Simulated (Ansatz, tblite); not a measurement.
Cost and result up the ladder for cyclo-(H2SiNH)2 (Si₂N₂H₆) (10 atoms). The state is a singlet with charge 0. Geometry: PBE-D4/def2-SVP.

```csv
atom,x (Å),y (Å),z (Å)
Si1,0.8485,0.9082,0.2969
H2,2.1100,0.7296,1.1072
H3,0.7811,2.3647,-0.0957
N4,0.5977,-0.2203,-1.0343
Si5,-0.8486,-0.9080,-0.2969
H6,-0.7811,-2.3645,0.0956
H7,-2.1101,-0.7295,-1.1073
N8,-0.5976,0.2203,1.0344
H9,0.8535,-0.1380,-2.0173
H10,-0.8533,0.1378,2.0174
```

Ansatz on 2 threads of Arm Neoverse V2 on a shared host; xTB runs through tblite on one thread. Times are rough, summed over both states, and most runs start from the orbitals of an earlier one. PBE0-D4/def2-TZVP serves as the yardstick here, not as an exact answer. The other state is a triplet.

The xTB rows come from tblite.

xTB has no spin-polarisation term.

```tsv
level	functions	wall time	vertical triplet (eV)	difference from PBE0-D4/def2-TZVP (eV)
GFN2-xTB	32	0.007 s	4.63	-0.62
GFN1-xTB	38	0.01 s	5.87	0.62
PBE-D4/def2-TZVP	172	7.6 s	4.60	-0.65
r2SCAN-D4/def2-TZVP	172	16 s	4.89	-0.36
PBE0-D4/def2-TZVP (with forces)	172	18 s	5.25	0.00
```
